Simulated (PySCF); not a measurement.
SMILES O=C[SiH2][CH2][GeH3] (C2H8GeOSi), GFN2-xTB optimised geometry.

```
13

O      1.99    -0.71     0.26
C      1.35    -1.70     0.00
Si    -0.57    -1.70     0.00
C     -1.06     0.13     0.00
Ge     0.27     1.38     0.79
H      1.89    -2.64    -0.23
H     -0.96    -2.41     1.22
H     -0.99    -2.44    -1.19
H     -1.99     0.26     0.54
H     -1.25     0.46    -1.02
H     -0.52     2.64     1.10
H      1.34     1.81    -0.16
H      0.83     0.92     2.09
```

Density from PySCF with PBE0/def2-TZVP at that geometry.

Minimum of the electron density along straight lines between bonded atoms, close to the bond critical point (lines longer than 1.1 times the sum of covalent radii, or with two minima, are not listed):

| bond | length / Å | ρ at the minimum / e bohr⁻³ | ∇²ρ there / e bohr⁻⁵ | position (fraction from the first atom) |
|---|---|---|---|---|
| O1–C2 | 1.205 | … | 0.16 | 0.67 |
| C2–Si3 | 1.919 | 0.115 | 0.17 | 0.62 |
| Si3–C4 | 1.887 | 0.118 | 0.16 | 0.39 |
| C4–Ge5 | 1.991 | 0.117 | 0.09 | 0.53 |
| C2–H6 | 1.110 | 0.277 | … | 0.65 |
| Si3–H7 | 1.466 | 0.124 | 0.19 | 0.49 |
| Si3–H8 | 1.467 | 0.124 | 0.19 | 0.49 |
| C4–H9 | 1.091 | 0.271 | -0.89 | 0.64 |
| C4–H10 | 1.091 | 0.270 | -0.89 | 0.64 |
| Ge5–H11 | 1.515 | 0.137 | 0.09 | 0.59 |
| Ge5–H12 | 1.488 | 0.145 | 0.09 | 0.60 |
| Ge5–H13 | 1.491 | 0.144 | 0.09 | 0.60 |

Problem. Fill in the missing entries.

Solution. 
- O1–C2, ρ at the minimum / e bohr⁻³: 0.419
- C2–H6, ∇²ρ there / e bohr⁻⁵: -0.97
